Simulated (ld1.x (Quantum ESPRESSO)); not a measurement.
Logarithmic derivatives: germanium (Ge), TM

```json
{"Element": "germanium", "Generator": "ld1.x (Quantum ESPRESSO) 7.5", "Type": "norm-conserving Troullier–Martins (Kleinman–Bylander form)", "Functional": "PBEsol", "Relativity": "scalar-relativistic", "Frozen core": "[Ar] 3d10", "Valence charge": "4", "Reference configuration": "4s2 4p2", "Partial waves": "4p (bound): rc 1.50 bohr; 4d channel at 0.05 Ry: rc 1.55 bohr; 4s (bound): rc 1.50 bohr", "Local potential": "the s channel", "Core correction": "Bessel-smoothed model core inside 1.30 bohr"}
```

The phase is arctan(r·u′/u) with u = r·R(r), unwrapped; energies in Ry, scanned from -3 to 5 Ry. A pole is an energy at which the radial function vanishes at the test radius. The pseudo phase is shifted by a multiple of π to meet the all-electron one at the reference energy, and phase errors are pseudo minus all-electron; the curves can meet again beyond the range given. Levels narrower than the energy grid can be missing from the lists of poles.

**Question.** For each channel, where are the poles, and over which energies does the pseudopotential scatter like the atom?

**Answer.**

```tsv
channel	radius (bohr)	reference energy (Ry)	poles, all-electron	poles, pseudo	unbroken range about the reference energy with phases within 0.05 rad	phase error 1 Ry above the reference energy (rad)
s	1.70	-0.86	4.92	4.19	the whole range	-0.008
p	1.70	-0.29	none	none	the whole range	-0.000
d	1.70	0.05	-1.87	-1.86	-2.1 to 3.0	+0.001
```

Note: ghost states, extra bound levels that the all-electron valence spectrum of the same l lacks: p at -374.7 eV, d at -29.1 eV. A true bound ghost makes a file unfit for plane-wave use.

Phases in the d channel:

```tsv
E (Ry)	all-electron	pseudo
-3.00	1.101	1.102
-2.52	0.659	0.690
-2.04	-1.412	-1.388
-1.56	-1.702	-1.698
-1.08	-1.792	-1.791
-0.60	-1.850	-1.849
-0.12	-1.900	-1.900
0.36	-1.954	-1.953
0.84	-2.016	-2.015
1.32	-2.097	-2.095
1.80	-2.209	-2.203
2.28	-2.376	-2.360
2.76	-2.636	-2.600
3.24	-3.029	-2.958
3.72	-3.496	-3.399
4.20	-3.879	-3.789
4.68	-4.131	-4.058
```
